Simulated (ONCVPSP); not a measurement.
# What one change does to a pseudopotential (Fe, ONCV)

Fe (Z = 26), optimised norm-conserving Vanderbilt (ONCV), made with ONCVPSP 4.0.1 (PW91, fully relativistic). Core [Ne] 3s2, reference 3p6 3d6 4s2. Waves: 4s: rc 1.90 bohr, ncon 4, nbas 7, qcut 4 1/bohr, 2 projectors, debl 2.2 Ha; 3p: rc 1.00 bohr, ncon 5, nbas 10, qcut 11.7 1/bohr, 2 projectors, debl 2.6 Ha; 3d: rc 0.95 bohr, ncon 5, nbas 9, qcut 14.2 1/bohr, 2 projectors, debl 0.8 Ha; f scattering state at 0.09 Ha: rc 1.55 bohr, ncon 3, nbas 6, qcut 8 1/bohr, 1 projector. Local part: polynomial inside 0.70 bohr (lpopt 5, dvloc0 0 Ha). Core correction: none.

Open shells are filled in proportion to 2j + 1.

All-electron outer shells of the reference configuration (PW91, scalar-relativistic, ld1.x):

```tsv
shell	level (eV)	outermost node (bohr)	outermost maximum (bohr)
3s	-94.02	0.33	0.70
3p	-60.09	0.30	0.72
3d	-7.58	–	0.71
4s	-5.35	1.00	2.41
```

Change: s: debl 0.2.

Cutoffs: the cutoffs (Ha) at which the residual kinetic energy of the hardest occupied pseudo-wave falls to 1 and 0.1 mHa per electron; they do not see the model core or the augmentation charge, which bear on the density cutoff. Errors are all-electron minus pseudo energies relative to the spin-unpolarised reference configuration.

Problem. What does the change do?

Solution. The potential gets neither clearly harder nor softer (92 Ha and 183 Ha → 92 Ha and 183 Ha); both files keep a bound ghost (s); the errors of the 3 common tests hardly move.

```csv
quantity,base,changed
"cutoff, loose",92 Ha,92 Ha
"cutoff, tight",183 Ha,183 Ha
bound ghosts,s,s
GHOST(+) flags under 300 eV,"f7/2 at 176.3 eV, f5/2 at 183.6 eV, s at 239.0 eV","f7/2 at 176.3 eV, f5/2 at 183.6 eV, s at 236.6 eV"
tests with a reliable result,3 of 4,3 of 4
"error for 3p6 3d6 4s1, meV [ΔE 8.79 eV]",-6.1,-6.1
"error for 3p6 3d6 4s0, meV [ΔE 25.04 eV]",-32,-32
"error for 3p6 3d6 4s1 4p1, meV [ΔE 4.13 eV]",-5.8,-5.7
s: phases at 1.93 bohr within 0.05 rad from the reference energy up to (Ha; the scan ends near 5),to the end of the scan,4.6
p3/2: phases at 1.02 bohr within 0.05 rad from the reference energy up to (Ha; the scan ends near 5),to the end of the scan,to the end of the scan
p1/2: phases at 1.02 bohr within 0.05 rad from the reference energy up to (Ha; the scan ends near 5),to the end of the scan,to the end of the scan
d5/2: phases at 0.96 bohr within 0.05 rad from the reference energy up to (Ha; the scan ends near 5),to the end of the scan,to the end of the scan
d3/2: phases at 0.96 bohr within 0.05 rad from the reference energy up to (Ha; the scan ends near 5),to the end of the scan,to the end of the scan
f7/2: phases at 1.57 bohr within 0.05 rad from the reference energy up to (Ha; the scan ends near 5),to the end of the scan,to the end of the scan
f5/2: phases at 1.57 bohr within 0.05 rad from the reference energy up to (Ha; the scan ends near 5),to the end of the scan,to the end of the scan
```

 A true bound ghost makes a file unfit for plane-wave use even where its test errors are small: the radial tests pick states by their node count and pass the ghost by.
